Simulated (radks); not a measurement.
Problem. The table gives one normalised radial function P(r) = r R(r) of Ge2+ in [Ar] 3d10 4s1 4p1 (r in bohr). Method: scalar-relativistic Kohn-Sham, PBEsol, spin-unpolarised, spherical densities, finite nucleus; Fermi nuclear charge, rms radius 4.0742 fm; computed with a radial shooting solver on a logarithmic mesh with Libxc functionals.

| r | P |
|---|---|
| 0.004018 | 0.4208 |
| 0.005994 | 0.5808 |
| 0.009014 | 0.7781 |
| 0.01345 | 0.9797 |
| 0.02022 | 1.1259 |
| 0.03041 | 1.0819 |
| 0.04537 | 0.6806 |
| 0.06822 | -0.2097 |
| 0.1018 | -1.3773 |
| 0.153 | -2.2288 |
| 0.2283 | -2.0644 |
| 0.3433 | -1.0803 |
| 0.5122 | -0.2820 |
| 0.7703 | -0.0268 |
| 1.149 | -0.0007 |
| 1.728 | 0.0000 |
| 2.578 | 0.0000 |
| 3.877 | 0.0000 |
| 5.783 | 0.0000 |

Which n and l does it have? It may be an empty orbital.

Solution. n = 2, l = 0: the number of nodes gives n - l - 1 = 1, the rise at small r (about r^(l+1)) gives l, and the extent must fit the shell. The curve is that of 2s. 2s: eigenvalue -1392.3 eV, 1 radial node at r = 0.0630 bohr, <r> = 0.210 bohr, 90 % of the charge inside 0.325 bohr.
